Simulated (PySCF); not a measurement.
C3H6Cl, charge -1, singlet, at a GFN2-xTB geometry (in this run its highest filled SCF level lies above zero, so its values depend strongly on the basis, on diffuse functions most of all); HF/STO-3G run with PySCF.

The PySCF input:
```python
from pyscf import gto, scf

mol = gto.Mole()
mol.atom = '''
    C     0.878742   -0.577462    0.011782
    C     2.361287   -0.210903    0.018924
    C     0.052607    0.709878    0.084698
    H     0.663317   -1.194155    0.896615
    H     0.684162   -1.220681   -0.873795
    H     2.995668   -1.101675    0.039681
    Cl   -1.731620    0.119089    0.008980
    H     2.611738    0.368780   -0.870239
    H     2.586503    0.400820    0.891583
    H     0.140340    1.193323   -0.928931
'''
mol.basis = 'sto-3g'
mol.charge = -1
mol.spin = 0
mol.verbose = 4
mol.build()

mf = scf.RHF(mol)
mf.conv_tol_grad = 1e-7
mf.kernel()
mf.analyze()
```

Output, abridged:

```
PySCF version 2.14.0

[INPUT] verbose = 4
[INPUT] num. atoms = 10
[INPUT] num. electrons = 42
[INPUT] charge = -1
[INPUT] spin (= nelec alpha-beta = 2S) = 0
[INPUT] symmetry False subgroup None
[INPUT] Mole.unit = angstrom
[INPUT] Symbol           X                Y                Z      unit          X                Y                Z       unit  Magmom
[INPUT]  1 C      0.878742000000  -0.577462000000   0.011782000000 AA    1.660581714153  -1.091245027344   0.022264753200 Bohr   0.0
[INPUT]  2 C      2.361287000000  -0.210903000000   0.018924000000 AA    4.462185731496  -0.398548908849   0.035761177181 Bohr   0.0
[INPUT]  3 C      0.052607000000   0.709878000000   0.084698000000 AA    0.099412822235   1.341475001854   0.160056023298 Bohr   0.0
[INPUT]  4 H      0.663317000000  -1.194155000000   0.896615000000 AA    1.253487463768  -2.256625900280   1.694356789177 Bohr   0.0
[INPUT]  5 H      0.684162000000  -1.220681000000  -0.873795000000 AA    1.292878804835  -2.306752775460  -1.651233239014 Bohr   0.0
[INPUT]  6 H      2.995668000000  -1.101675000000   0.039681000000 AA    5.660992080124  -2.081864028280   0.074986222349 Bohr   0.0
[INPUT]  7 Cl    -1.731620000000   0.119089000000   0.008980000000 AA   -3.272287551819   0.225045594448   0.016969740599 Bohr   0.0
[INPUT]  8 H      2.611738000000   0.368780000000  -0.870239000000 AA    4.935469529119   0.696893200217  -1.644513372915 Bohr   0.0
[INPUT]  9 H      2.586503000000   0.400820000000   0.891583000000 AA    4.887782290366   0.757440025248   1.684847687318 Bohr   0.0
[INPUT] 10 H      0.140340000000   1.193323000000  -0.928931000000 AA    0.265204164321   2.255053648144  -1.755425178618 Bohr   0.0

nuclear repulsion = 147.052840658361
number of shells = 20
number of NR pGTOs = 90
number of NR cGTOs = 30
basis = sto-3g
ecp = {}

******** <class 'pyscf.scf.hf.RHF'> ********
method = RHF
initial guess = minao
damping factor = 0
level_shift factor = 0
DIIS = <class 'pyscf.scf.diis.CDIIS'>
diis_start_cycle = 1
diis_space = 8
diis_damp = 0
SCF conv_tol = 1e-09
SCF conv_tol_grad = 1e-07
SCF max_cycles = 50
direct_scf = True
direct_scf_tol = 1e-13
Initial guess from minao.
init E= -570.064506023261
  HOMO = -0.111076245869236  LUMO = 0.193064201823546  gap/eV = 8.27608
cycle= 1 E= -570.059097982318  delta_E= 0.00541  |g|= 0.256  |ddm|= 3.69
  HOMO = 0.106762700310266  LUMO = 0.728877363880192  gap/eV = 16.92860
cycle= 2 E= -570.089407352443  delta_E= -0.0303  |g|= 0.0641  |ddm|= 0.486
  HOMO = 0.0587534568092938  LUMO = 0.691530298744947  gap/eV = 17.21873
cycle= 3 E= -570.092436065284  delta_E= -0.00303  |g|= 0.0208  |ddm|= 0.197
  HOMO = 0.0660432217306118  LUMO = 0.697305147166649  gap/eV = 17.17751
cycle= 4 E= -570.092837686167  delta_E= -0.000402  |g|= 0.00722  |ddm|= 0.0764
  HOMO = 0.064392664733949  LUMO = 0.696394856817145  gap/eV = 17.19766
cycle= 5 E= -570.09291535732  delta_E= -7.77e-05  |g|= 0.00206  |ddm|= 0.0409
  HOMO = 0.0641704843933028  LUMO = 0.696343523701634  gap/eV = 17.20230
cycle= 6 E= -570.092921935554  delta_E= -6.58e-06  |g|= 0.000534  |ddm|= 0.0118
  HOMO = 0.0642339291191769  LUMO = 0.696404144303401  gap/eV = 17.20223
cycle= 7 E= -570.092922295199  delta_E= -3.6e-07  |g|= 9.6e-05  |ddm|= 0.00279
  HOMO = 0.0642425131675892  LUMO = 0.696397129032384  gap/eV = 17.20180
cycle= 8 E= -570.092922303839  delta_E= -8.64e-09  |g|= 1.68e-05  |ddm|= 0.000393
  HOMO = 0.064241429676092  LUMO = 0.696394796701916  gap/eV = 17.20177
cycle= 9 E= -570.092922304058  delta_E= -2.18e-10  |g|= 3.41e-06  |ddm|= 5.86e-05
  HOMO = 0.0642417837817996  LUMO = 0.696394488820884  gap/eV = 17.20175
cycle= 10 E= -570.092922304065  delta_E= -7.73e-12  |g|= 8.57e-07  |ddm|= 1.01e-05
  HOMO = 0.0642415718148154  LUMO = 0.696394175213088  gap/eV = 17.20175
cycle= 11 E= -570.092922304065  delta_E=    0  |g|= 1.16e-07  |ddm|= 2.68e-06
  HOMO = 0.0642415578637049  LUMO = 0.69639416310967  gap/eV = 17.20175
cycle= 12 E= -570.092922304065  delta_E=    0  |g|= 2.37e-08  |ddm|= 3.38e-07
  HOMO = 0.0642415623271595  LUMO = 0.696394167828444  gap/eV = 17.20175
Extra cycle  E= -570.092922304065  delta_E= 2.27e-13  |g|= 8.68e-09  |ddm|= 5.97e-08
converged SCF energy = -570.092922304065
**** SCF Summaries ****
Total Energy =                        -570.092922304065041
Nuclear Repulsion Energy =             147.052840658361021
One-electron Energy =                -1089.713134081250701
Two-electron Energy =                  372.567371118824610
Two-electron Coulomb Energy =          418.371653215924027
DFT Exchange-Correlation Energy =      -45.804282097099417
HOMO-LUMO gap [eV] =                    17.201748571844234
**** MO energy ****
MO #1   energy= -103.297402587874  occ= 2
MO #2   energy= -10.8603820464683  occ= 2
MO #3   energy= -10.809109488925   occ= 2
MO #4   energy= -10.6297431160827  occ= 2
MO #5   energy= -9.99974718610151  occ= 2
MO #6   energy= -7.44279589826042  occ= 2
MO #7   energy= -7.43931851177838  occ= 2
MO #8   energy= -7.43915414801304  occ= 2
MO #9   energy= -0.805122681916601 occ= 2
MO #10  energy= -0.719166973694285 occ= 2
MO #11  energy= -0.613963768244648 occ= 2
MO #12  energy= -0.471700818949862 occ= 2
MO #13  energy= -0.390671457311927 occ= 2
MO #14  energy= -0.355815939490058 occ= 2
MO #15  energy= -0.285088360040437 occ= 2
MO #16  energy= -0.270602784793425 occ= 2
MO #17  energy= -0.192437319146452 occ= 2
MO #18  energy= -0.142547591526904 occ= 2
MO #19  energy= -0.106430338807431 occ= 2
MO #20  energy= -0.0822364827333093 occ= 2
MO #21  energy= 0.0642415623271595 occ= 2
MO #22  energy= 0.696394167828444  occ= 0
MO #23  energy= 0.824318173541109  occ= 0
MO #24  energy= 0.856570564726128  occ= 0
MO #25  energy= 0.888466506622245  occ= 0
MO #26  energy= 0.928996123510876  occ= 0
MO #27  energy= 0.94092278200187   occ= 0
MO #28  energy= 0.965707367652829  occ= 0
MO #29  energy= 1.01613114936069   occ= 0
 ** Mulliken pop on meta-lowdin orthogonal AOs  **
 ** Mulliken pop  **
pop of  0 C 1s            1.99979
pop of  0 C 2s            1.03731
pop of  0 C 2px           0.97600
pop of  0 C 2py           1.05329
pop of  0 C 2pz           0.98740
pop of  1 C 1s            1.99978
pop of  1 C 2s            1.01815
pop of  1 C 2px           1.04245
pop of  1 C 2py           1.01223
pop of  1 C 2pz           1.02612
pop of  2 C 1s            1.99982
pop of  2 C 2s            1.38964
pop of  2 C 2px           0.55566
pop of  2 C 2py           1.01962
pop of  2 C 2pz           1.33043
pop of  3 H 1s            1.00884
pop of  4 H 1s            1.02886
pop of  5 H 1s            1.00295
pop of  6 Cl 1s           2.00000
pop of  6 Cl 2s           1.99995
pop of  6 Cl 3s           1.93162
pop of  6 Cl 2px          1.99978
pop of  6 Cl 2py          1.99997
pop of  6 Cl 2pz          2.00000
pop of  6 Cl 3px          1.57956
pop of  6 Cl 3py          1.94917
pop of  6 Cl 3pz          1.99666
pop of  7 H 1s            0.98879
pop of  8 H 1s            0.98058
pop of  9 H 1s            1.08555
 ** Mulliken atomic charges  **
charge of    0C =     -0.05378
charge of    1C =     -0.09874
charge of    2C =     -0.29518
charge of    3H =     -0.00884
charge of    4H =     -0.02886
charge of    5H =     -0.00295
charge of    6Cl =     -0.45672
charge of    7H =      0.01121
charge of    8H =      0.01942
charge of    9H =     -0.08555

WARN: System has nonzero charge -1; the dipole moment is origin-dependent.
Location of origin: [0. 0. 0.]

Dipole moment(X, Y, Z, Debye):  3.03921, -2.03604, -0.87932
```
